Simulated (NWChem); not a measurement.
System: WNH₃SO₂; SMILES [OH][W](=[S])(=[NH])[OH]

Excerpt of the output:

```
             Northwest Computational Chemistry Package (NWChem) 7.3.0
             --------------------------------------------------------

 CS  symmetry detected

                             Geometry "geometry" -> ""
                             -------------------------

 Output coordinates in angstroms (scale by  1.889725989 to convert to a.u.)

  No.       Tag          Charge          X              Y              Z
 ---- ---------------- ---------- -------------- -------------- --------------
    1 W                   74.0000    -0.00933360    -0.14937896     0.00000000
    2 N                    7.0000    -1.67793426    -0.64287900     0.00000000
    3 H                    1.0000    -2.68134251    -0.48176521     0.00000000
    4 S                   16.0000     0.08727211     1.99394606     0.00000000
    5 O                    8.0000     0.80815717    -0.81721957     1.56296100
    6 H                    1.0000     0.39534999    -1.39583148     2.21261800
    7 O                    8.0000     0.80815717    -0.81721957    -1.56296100
    8 H                    1.0000     0.39534999    -1.39583148    -2.21261800

 Effective nuclear repulsion energy (a.u.)     943.5782672413

      Symmetry information
      --------------------

 Group name             Cs
 Group number              2
 Group order               2
 No. of unique centers     6

                                 NWChem DFT Module
                                 -----------------

 Summary of "ao basis" -> "ao basis" (spherical)
 ------------------------------------------------------------------------------
       Tag                 Description            Shells   Functions and Types
 ---------------- ------------------------------  ------  ---------------------
 W                          def2-svp                12       32   6s3p2d1f
 N                          def2-svp                 6       14   3s2p1d
 H                          def2-svp                 3        5   2s1p
 S                          def2-svp                 8       18   4s3p1d
 O                          def2-svp                 6       14   3s2p1d

      Symmetry analysis of basis
      --------------------------

        a'         68
        a"         39

            General Information
            -------------------
          SCF calculation type: DFT
          Wavefunction type:  closed shell.
          No. of atoms     :     8
          No. of electrons :    56
           Alpha electrons :    28
            Beta electrons :    28
          Charge           :     0
          Spin multiplicity:     1
          Use of symmetry is: on ; symmetry adaption is: on
          Maximum number of iterations: 150
          AO basis - number of functions:   107
                     number of shells:    47
          Convergence on energy requested:  1.00D-06
          Convergence on density requested:  1.00D-05
          Convergence on gradient requested:  5.00D-04

              XC Information
              --------------
                         B3LYP Method XC Potential
                     Hartree-Fock (Exact) Exchange  0.200
                        Slater Exchange Functional  0.800 local
                    Becke 1988 Exchange Functional  0.720 non-local
              Lee-Yang-Parr Correlation Functional  0.810
                  VWN I RPA Correlation Functional  0.190 local

             Grid Information
             ----------------
          Grid used for XC integration:  xcoarse
          Radial quadrature: Mura-Knowles
          Angular quadrature: Lebedev.
          Tag              B.-S. Rad. Rad. Pts. Rad. Cut. Ang. Pts.
          ---              ---------- --------- --------- ---------
          W                   1.35       84           8.0       194
          N                   0.65       21           8.0       194
          H                   0.35       21          11.0       194
          S                   1.00       42          10.0       194
          O                   0.60       21          10.0       194
          Grid pruning is: on
          Number of quadrature shells:   210
          Spatial weights used:  Erf1

      Superposition of Atomic Density Guess
      -------------------------------------

 Sum of atomic energies:        -675.64826129

      Non-variational initial energy
      ------------------------------

 Total energy =    -669.397488
 1-e energy   =   -1485.985679
 2-e energy   =     543.355897
 HOMO         =      -0.329452
 LUMO         =       0.001080

      Symmetry analysis of molecular orbitals - initial
      -------------------------------------------------

  Numbering of irreducible representations:

     1 a'          2 a"

  Orbital symmetries:

[...]

                         DFT ENERGY GRADIENTS

    atom               coordinates                        gradient
                 x          y          z           x          y          z
   1 W      -0.017638  -0.282285   0.000000   -0.007990  -0.006589   0.000000
   2 N      -3.170836  -1.214865   0.000000    0.017275   0.006843   0.000000
   3 H      -5.067003  -0.910404   0.000000    0.003222  -0.000633   0.000000
   4 S       0.164920   3.768012   0.000000   -0.000804  -0.009408   0.000000
   5 O       1.527196  -1.544321   2.953568   -0.008080   0.001196  -0.006770
   6 H       0.747103  -2.637739   4.181242    0.002228   0.003697  -0.004403
   7 O       1.527196  -1.544321  -2.953568   -0.008080   0.001196   0.006770
   8 H       0.747103  -2.637739  -4.181242    0.002228   0.003697   0.004403
```

Level: B3LYP/def2-SVP with def2 effective core potentials on W. All runs use the structure optimised with PBE0/def2-SVP. No frequency run checked for a minimum. def2 effective core potentials on W; no spin-orbit coupling.

Task: Which NWChem input produces such a log?

Result: This is not unique; one that fits is the input that was run:
```
start job
memory heap 200 mb stack 900 mb global 1100 mb
geometry units angstroms noautoz
  W      0.108262     0.037325     0.000000
  N     -1.481833     0.743985     0.000000
  H     -2.497679     0.714956     0.000000
  S     -0.075162    -2.100321     0.000000
  O      1.005785     0.592982     1.562961
  H      0.671870     1.220439     2.212618
  O      1.005785     0.592982    -1.562961
  H      0.671870     1.220439    -2.212618
end
basis spherical
  W library def2-svp
  N library def2-svp
  H library def2-svp
  S library def2-svp
  O library def2-svp
end
ecp
  W library def2-ecp
end
dft
  xc b3lyp
  grid xcoarse
  iterations 150
  mulliken
end
task dft gradient
```
